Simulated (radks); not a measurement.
Charge is removed step by step from the 4d (averaged over the sub-levels emptied) level of neutral technetium, starting from [Kr] 4d5 5s2. Calculated with a radial shooting solver on a logarithmic mesh with Libxc functionals: Dirac Kohn-Sham, LDA (Slater exchange, Perdew-Wang correlation), spin-unpolarised, spherical densities, finite nucleus; open shells are shared between the two j in proportion to 2j + 1; Fermi nuclear charge, rms radius 4.4112 fm.

removed (e)	E - E(0) (eV)	eigenvalue (eV)	E minus straight line (eV)
0	0.000	-6.813	0.000
0.125	0.925	-7.987	-0.551
0.25	1.998	-9.197	-0.952
0.375	3.225	-10.441	-1.200
0.5	4.610	-11.718	-1.291
0.625	6.156	-13.026	-1.220
0.75	7.867	-14.363	-0.983
0.875	9.748	-15.730	-0.578
1	11.801	-17.125	0.000

Removing the whole electron costs 11.801 eV by Delta-SCF, against 6.813 eV from minus the eigenvalue at the starting occupation. Slater's transition state (half an electron removed) gives 11.718 eV. Integrating minus the eigenvalue over the occupation (Janak's theorem) gives 11.801 eV. The mean slope of the eigenvalue, de/dn, is 10.3 eV per electron.
